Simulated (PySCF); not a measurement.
Si(AsH2)(F)(OH)2 (AsFH₄O₂Si), SMILES O[Si](F)(O)[AsH2].

Coordinates come from a PBE-D3(BJ)/def2-SVP optimisation. This is a generated structure with no PubChem entry under its InChIKey; it may be hypothetical. One conformer was computed; it need not be the lowest.

The numbers are results of PBE-D3(BJ)/def2-SVP (PySCF 2.14.0), not measurements.

Frequencies are harmonic and unscaled.

Problem. Give all harmonic wavenumbers and intensities. (Estimate from the structure and the level; the computed values follow.)

Solution. 
```csv
mode,ν (cm⁻¹),IR (km/mol),moving atoms (share of kinetic energy)
1,88,2.2,H 93 %
2,130,3.8,"O 40 %, F 29 %, H 14 %, Si 9 %"
3,136,20.0,"O 41 %, F 23 %, H 21 %, As 8 %"
4,197,13.2,"H 75 %, O 8 %"
5,216,93.2,"H 48 %, O 25 %, F 10 %, Si 10 %"
6,233,14.6,"As 33 %, O 30 %, H 20 %, F 13 %"
7,302,27.2,"O 43 %, F 30 %, H 14 %, Si 13 %"
8,333,77.2,"O 47 %, H 37 %, F 9 %"
9,427,96.5,"Si 50 %, O 20 %, F 14 %, H 10 %"
10,570,11.6,H 91 %
11,619,5.1,H 93 %
12,756,134.0,"O 43 %, H 30 %, F 18 %, Si 9 %"
13,784,160.9,"H 68 %, O 30 %"
14,841,174.6,"H 51 %, Si 23 %, F 19 %"
15,906,133.8,"Si 46 %, O 31 %, F 14 %, H 8 %"
16,940,32.3,"H 62 %, Si 20 %, O 15 %"
17,962,86.4,"H 53 %, Si 27 %, O 18 %"
18,2133,54.6,H 99 %
19,2150,64.0,H 99 %
20,3733,64.0,H 94 %
21,3766,90.2,H 94 %
```
